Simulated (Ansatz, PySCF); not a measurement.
(1Z)-1,2-difluorobuta-1,3-diene (C4H4F2), SMILES C=C/C(F)=C/F. Atoms are numbered in the order given.

```xyz
10

C     -2.2730    -0.7460    -0.4973
C     -1.1129    -0.9087     0.1502
C      0.0152    -0.0102     0.0135
F     -0.1443     1.0247    -0.8090
C      1.1790    -0.1703     0.6602
F      2.1906     0.6691     0.5129
H     -2.4250     0.0956    -1.1770
H     -3.0964    -1.4498    -0.3628
H     -0.9663    -1.7537     0.8299
H      1.3629    -1.0000     1.3455
```
Charge 0, spin multiplicity 1.

The structure is a stationary point at PBE0-D3(BJ)/def2-SVP. Other conformers were not sampled.

Two levels are set side by side: PBE-D3(BJ)/def2-SVP (Ansatz, a quantum-chemistry and plane-wave program) and PBE0-D3(BJ)/def2-SVP (Ansatz). Each level has its own optimised geometry; the coordinates shown are those of the second. Frequencies come from the Hessian of PySCF at each geometry. Differences are taken from unrounded values.

| quantity | PBE0-D3(BJ) |
|---|---|
| mean bond length (Å) | 1.239 |
| bond C1–C2 (Å) | 1.339 |
| bond C2–C3 (Å) | 1.449 |
| bond C3–F4 (Å) | 1.331 |
| bond C3–C5 (Å) | 1.341 |
| bond C5–F6 (Å) | 1.323 |
| bond C1–H7 (Å) | 1.092 |
| bond C1–H8 (Å) | 1.091 |
| bond C2–H9 (Å) | 1.094 |
| bond C5–H10 (Å) | 1.092 |
| highest harmonic wavenumber (cm⁻¹) | 3290 |
| mean harmonic wavenumber (cm⁻¹) | 1295 |
| zero-point energy (kcal/mol) | 44.44 |

### Question
What does PBE-D3(BJ) give, and how far is it from PBE0-D3(BJ)? (An estimate is asked for; the answer gives what the named calculation found.)

### Answer

```
quantity                            PBE-D3(BJ)  PBE-D3(BJ) minus PBE0-D3(BJ)
----------------------------------  ----------  ----------------------------
mean bond length (Å)                     1.249                         0.010
bond C1–C2 (Å)                           1.351                         0.013
bond C2–C3 (Å)                           1.451                         0.002
bond C3–F4 (Å)                           1.347                         0.015
bond C3–C5 (Å)                           1.357                         0.016
bond C5–F6 (Å)                           1.336                         0.013
bond C1–H7 (Å)                           1.100                         0.008
bond C1–H8 (Å)                           1.099                         0.008
bond C2–H9 (Å)                           1.103                         0.008
bond C5–H10 (Å)                          1.101                         0.009
highest harmonic wavenumber (cm⁻¹)        3198                           -92
mean harmonic wavenumber (cm⁻¹)           1247                           -48
zero-point energy (kcal/mol)             42.80                         -1.64
```

GGA bonds tend to be longer and softer than those of functionals with exact exchange. Differences between two approximate levels are no errors against the true value.
